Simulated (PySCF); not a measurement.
C$_{3}$H$_{3}$ClF$_{2}$, singlet, at a GFN2-xTB geometry; DF-B3LYP/pcseg-2 (PySCF).

The PySCF input:
```python
from pyscf import gto, scf, dft

mol = gto.M(
    atom='''
C    -1.572104   -0.621748   -0.509467
C    -0.517923    0.089625   -0.152124
Cl   -0.626618    1.715565    0.413803
C     0.895252   -0.442321   -0.167265
F     1.026458   -1.439487   -1.071382
F     1.217762   -0.982723    1.034371
H    -1.451305   -1.634373   -0.853447
H    -2.567225   -0.217018   -0.477296
H     1.641704    0.333347   -0.397672
''',
    basis='pcseg-2',
    charge=0,
    spin=0,
    verbose=4,
    max_memory=1800,
)

mf = dft.RKS(mol)
mf.xc = 'b3lyp'
mf = mf.density_fit(auxbasis='def2-universal-jkfit')
mf.kernel()
```

Problem. Write the output that PySCF gives for this input, abridged.

Solution. 
```
PySCF version 2.14.0

[INPUT] verbose = 4
[INPUT] num. atoms = 9
[INPUT] num. electrons = 56
[INPUT] charge = 0
[INPUT] spin (= nelec alpha-beta = 2S) = 0
[INPUT] symmetry False subgroup None
[INPUT] Mole.unit = angstrom
[INPUT] Symbol           X                Y                Z      unit          X                Y                Z       unit  Magmom
[INPUT]  1 C     -1.572104000000  -0.621748000000  -0.509467000000 AA   -2.970845999333  -1.174933438496  -0.962753099504 Bohr   0.0
[INPUT]  2 C     -0.517923000000   0.089625000000  -0.152124000000 AA   -0.978732623613   0.169366703914  -0.287472696973 Bohr   0.0
[INPUT]  3 Cl    -0.626618000000   1.715565000000   0.413803000000 AA   -1.184136404723   3.241947998889   0.781974339523 Bohr   0.0
[INPUT]  4 C      0.895252000000  -0.442321000000  -0.167265000000 AA    1.691781092469  -0.835865549144  -0.316085040225 Bohr   0.0
[INPUT]  5 F      1.026458000000  -1.439487000000  -1.071382000000 AA    1.939724498369  -2.720236189872  -2.024618554789 Bohr   0.0
[INPUT]  6 F      1.217762000000  -0.982723000000   1.034371000000 AA    2.301236664903  -1.857077326311   1.954677901192 Bohr   0.0
[INPUT]  7 H     -1.451305000000  -1.634373000000  -0.853447000000 AA   -2.742568973212  -3.088517355384  -1.612781091832 Bohr   0.0
[INPUT]  8 H     -2.567225000000  -0.217018000000  -0.477296000000 AA   -4.851352150137  -0.410104584101  -0.901958720350 Bohr   0.0
[INPUT]  9 H      1.641704000000   0.333347000000  -0.397672000000 AA    3.102370937603   0.629934534445  -0.751491167408 Bohr   0.0

nuclear repulsion = 292.91980126524
number of shells = 33
number of NR pGTOs = 346
number of NR cGTOs = 226
basis = pcseg-2
ecp = {}

******** <class 'pyscf.df.df_jk.DFRKS'> ********
method = DFRKS
initial guess = minao
damping factor = 0
level_shift factor = 0
DIIS = <class 'pyscf.scf.diis.CDIIS'>
diis_start_cycle = 1
diis_space = 8
diis_damp = 0
SCF conv_tol = 1e-09
SCF conv_tol_grad = None
SCF max_cycles = 50
direct_scf = False
XC library pyscf.dft.libxc version 7.1.2
    S. Lehtola, C. Steigemann, M. J. T. Oliveira, and M. A. L. Marques,  SoftwareX 7, 1–5 (2018)
XC functionals = b3lyp
    P. J. Stephens, F. J. Devlin, C. F. Chabalowski, and M. J. Frisch,  J. Phys. Chem. 98, 11623 (1994)
radial grids:
    Treutler-Ahlrichs [JCP 102, 346 (1995); DOI:10.1063/1.469408] (M4) radial grids

becke partition: Becke, JCP 88, 2547 (1988); DOI:10.1063/1.454033
pruning grids: <function nwchem_prune>
grids dens level: 3
symmetrized grids: False
atomic radii adjust function: <function treutler_atomic_radii_adjust>
small_rho_cutoff = 0
Set gradient conv threshold to 3.16228e-05
Initial guess from minao.
tot grids = 119184
******** <class 'pyscf.df.df.DF'> ********
auxbasis = def2-universal-jkfit
init E= -776.857662337229
  HOMO = -0.297047744799073  LUMO = -0.0836855413677924  gap/eV = 5.80588
cycle= 1 E= -776.056248132351  delta_E= 0.801  |g|= 0.76  |ddm|=  2.4
  HOMO = -0.273662025323382  LUMO = -0.0407247356397978  gap/eV = 6.33855
cycle= 2 E= -775.882706695994  delta_E= 0.174  |g|= 1.28  |ddm|= 1.13
  HOMO = -0.276908633355852  LUMO = -0.0394311153600029  gap/eV = 6.46209
cycle= 3 E= -776.150622776674  delta_E= -0.268  |g|= 0.105  |ddm|= 0.772
  HOMO = -0.290663243237638  LUMO = -0.0500904049281132  gap/eV = 6.54632
cycle= 4 E= -776.152571266507  delta_E= -0.00195  |g|= 0.0619  |ddm|= 0.142
  HOMO = -0.28904782079799  LUMO = -0.0477726523647632  gap/eV = 6.56543
cycle= 5 E= -776.153443426893  delta_E= -0.000872  |g|= 0.015  |ddm|= 0.0579
  HOMO = -0.287409993591481  LUMO = -0.0465773225809016  gap/eV = 6.55339
cycle= 6 E= -776.153486883274  delta_E= -4.35e-05  |g|= 0.00323  |ddm|= 0.013
  HOMO = -0.287661921542828  LUMO = -0.0468201561244967  gap/eV = 6.55364
cycle= 7 E= -776.153489141314  delta_E= -2.26e-06  |g|= 0.00113  |ddm|= 0.00434
  HOMO = -0.2876513420211  LUMO = -0.0467597653109237  gap/eV = 6.55499
cycle= 8 E= -776.153489419925  delta_E= -2.79e-07  |g|= 0.000253  |ddm|= 0.00172
  HOMO = -0.287649414927735  LUMO = -0.0467710887113029  gap/eV = 6.55463
cycle= 9 E= -776.153489432414  delta_E= -1.25e-08  |g|= 9.47e-05  |ddm|= 0.000291
  HOMO = -0.287646175460544  LUMO = -0.046768049911222  gap/eV = 6.55463
cycle= 10 E= -776.15348943384  delta_E= -1.43e-09  |g|= 2.57e-05  |ddm|= 8.53e-05
  HOMO = -0.287646041381898  LUMO = -0.0467667248662877  gap/eV = 6.55466
cycle= 11 E= -776.153489433947  delta_E= -1.07e-10  |g|= 9.14e-06  |ddm|= 2.3e-05
  HOMO = -0.287647167852612  LUMO = -0.0467680207966836  gap/eV = 6.55466
Extra cycle  E= -776.153489433921  delta_E= 2.64e-11  |g|= 1.45e-05  |ddm|= 1.57e-05
converged SCF energy = -776.153489433921
```
